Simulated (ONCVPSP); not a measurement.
## Sb (Z = 51): one change to an ONCV potential, before and after

```json
{
 "Element": "antimony (Sb)",
 "Generator": "ONCVPSP 4.0.1",
 "Type": "optimised norm-conserving Vanderbilt (ONCV)",
 "Functional": "PBE",
 "Relativity": "scalar-relativistic",
 "Frozen core": "[Kr]",
 "Valence charge": "15",
 "Reference configuration": "4d10 5s2 5p3",
 "Partial waves": "5s: rc 2.00 bohr, ncon 4, nbas 8, qcut 3.2 1/bohr, 2 projectors, debl 2.9 Ha; 5p: rc 2.35 bohr, ncon 4, nbas 7, qcut 2.9 1/bohr, 2 projectors, debl 3.9 Ha; 4d: rc 1.05 bohr, ncon 4, nbas 8, qcut 8.4 1/bohr, 2 projectors, debl 2.4 Ha",
 "Local potential": "polynomial inside 1.00 bohr (lpopt 5, dvloc0 6 Ha)",
 "Core correction": "Teter function, fcfact 5, rcfact 1.65"
}
```

All-electron outer shells of the reference configuration (PBE, scalar-relativistic, ld1.x):

```csv
shell,level (eV),outermost node (bohr),outermost maximum (bohr)
4s,-148.83,0.39,0.73
4p,-101.79,0.39,0.76
4d,-33.51,0.38,0.84
5s,-12.83,0.95,1.90
5p,-4.83,1.04,2.35
```

Change: all radii but the core radius scaled by about 1.06 (s 2.12, p 2.48, d 1.10 bohr); local potential polynomial inside 1.06 bohr (lpopt 5, dvloc0 6 Ha).

Cutoffs: the cutoffs (Ha) at which the residual kinetic energy of the hardest occupied pseudo-wave falls to 1 and 0.1 mHa per electron; they do not see the model core or the augmentation charge, which bear on the density cutoff. Errors are all-electron minus pseudo energies relative to the spin-unpolarised reference configuration.

Q: What does the change do?

A: The potential gets softer (116 Ha and 205 Ha → 107 Ha and 190 Ha); both files keep a bound ghost (s); of the 4 tests that both files solve, the error grows in 1 and shrinks in 0 by more than 15 % and 0.3 meV (median size 31.4 → 36.1 meV). A larger radius leaves more room for a smooth pseudo-wave, so fewer plane waves are needed.

```tsv
quantity	base	changed
cutoff, loose	116 Ha	107 Ha
cutoff, tight	205 Ha	190 Ha
loose cutoff by channel	s 15 Ha, p 8.4 Ha, d 116 Ha	s 12 Ha, p 5.6 Ha, d 107 Ha
bound ghosts	s	s
GHOST(+) flags under 300 eV	p at 66.4 eV	p at 88.7 eV
error for 4d10 5s2 5p2, meV [ΔE 8.32 eV]	-2.5	-2.8
error for 4d10 5s2 5p1, meV [ΔE 24.29 eV]	-13	-15
error for 4d10 5s2 5p0, meV [ΔE 48.70 eV]	-50	-57
error for 4d10 5s1 5p0, meV [ΔE 92.99 eV]	-172	-187
rms error of d²Exc/dni dnj with the model core, mHa	1.21	1.22
```

 A true bound ghost makes a file unfit for plane-wave use even where its test errors are small: the radial tests pick states by their node count and pass the ghost by.
